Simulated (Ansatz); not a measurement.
`C[SiH](S)C#N` and `C[SiH](F)S` differ in one atom or group.

Ansatz, PBE0-D4/def2-TZVP geometries, multiplicity 1. Each molecule was computed in one conformer, which needn't be the lowest.

```
                                          property  `C[SiH](S)C#N`
                 LUMO energy (PBE/def2-TZVPP) / eV           -1.74
                LUMO energy (PBE0/def2-TZVPP) / eV           -0.81
             HOMO–LUMO gap (B3LYP/def2-TZVPP) / eV            6.75
               HOMO energy (B3LYP/def2-TZVPP) / eV           -7.76
size of the dipole moment (ωB97M-V/def2-TZVPP) / D            3.40
             HOMO energy (ωB97M-V/def2-TZVPP) / eV          -10.23
```

**Question.** What does the change do to each property? (Best estimate.)

**Answer.** Ansatz gave: 
```json
{"property": "LUMO energy (PBE/def2-TZVPP) / eV", "`C[SiH](F)S`": "-0.59", "shift": "1.15"}
{"property": "LUMO energy (PBE0/def2-TZVPP) / eV", "`C[SiH](F)S`": "0.34", "shift": "1.15"}
{"property": "HOMO–LUMO gap (B3LYP/def2-TZVPP) / eV", "`C[SiH](F)S`": "7.57", "shift": "0.82"}
{"property": "HOMO energy (B3LYP/def2-TZVPP) / eV", "`C[SiH](F)S`": "-7.52", "shift": "0.24"}
{"property": "size of the dipole moment (ωB97M-V/def2-TZVPP) / D", "`C[SiH](F)S`": "2.00", "shift": "-1.40"}
{"property": "HOMO energy (ωB97M-V/def2-TZVPP) / eV", "`C[SiH](F)S`": "-10.01", "shift": "0.22"}
```

With PBE0 the HOMO rises by 0.23 eV and the LUMO rises by 1.15 eV, so the gap widens by about 0.92 eV. PBE moves the HOMO by 0.23 eV and ωB97M-V by 0.22 eV. Dipoles are sizes alone; their direction can turn.

B3LYP here is the variant with VWN-RPA as its local correlation; programs differ in this.
